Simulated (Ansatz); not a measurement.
Basis sets compared for Sn6S12. The state is a singlet with charge 0. Geometry PBE-D4/def2-SVP. Ansatz on 2 threads of AMD EPYC 7R13 on a shared host and a share (18 GiB) of an NVIDIA H100 80GB HBM3; times are rough, and most runs start from earlier orbitals.

```xyz
18

Sn   -0.411   -0.707    0.573
Sn   -2.638   -1.878   -2.406
Sn    2.844    2.435    0.299
Sn   -0.511    1.854   -2.614
Sn    1.344   -1.509   -1.957
Sn   -2.178    3.200    1.117
S    -0.419    2.639    2.854
S    -2.626    0.710   -1.213
S     2.448   -2.421    0.686
S     2.461   -1.260    2.353
S     0.236    2.122    0.881
S     1.872    1.162   -1.736
S    -0.640   -0.515   -3.623
S    -2.792    0.624    0.911
S     0.466   -0.918    3.002
S    -0.816   -3.484   -1.332
S     3.471    0.669    2.012
S    -2.109   -2.723    0.194
```

In the def2 sets Sn takes a core potential; there is no spin–orbit coupling. Single mean-field runs in def2-TZVP are fitted with def2-universal-jkfit. Another isomer (singlet) lies 2.73 eV lower at PBE0-D4/def2-TZVP; other spin states weren't run for this one.

Binding counts from free atoms (Sn triplet, S triplet) in the same basis, without a counterpoise term.

```json
{"level": "PBE-D4/def2-SVP", "functions": "372", "energy (Eh)": "-6061.2344", "HOMO (eV)": "-5.22", "LUMO (eV)": "-3.64", "binding per atom (eV)": "3.27", "wall time": "3.7 s"}
{"level": "PBE0-D4/def2-SVP", "functions": "372", "energy (Eh)": "-6061.5987", "HOMO (eV)": "-6.18", "LUMO (eV)": "-3.06", "binding per atom (eV)": "3.05", "wall time": "5.5 s"}
```

Problem. Estimate the rows for PBE-D4/def2-TZVP (with forces), PBE0-D4/def2-TZVP.

Solution. 
```tsv
level	functions	energy (Eh)	HOMO (eV)	LUMO (eV)	binding per atom (eV)	wall time
PBE-D4/def2-TZVP (with forces)	744	-6062.9467	-5.27	-3.65	3.31	9 s
PBE0-D4/def2-TZVP	744	-6063.2930	-6.17	-3.03	3.11	7 s
```
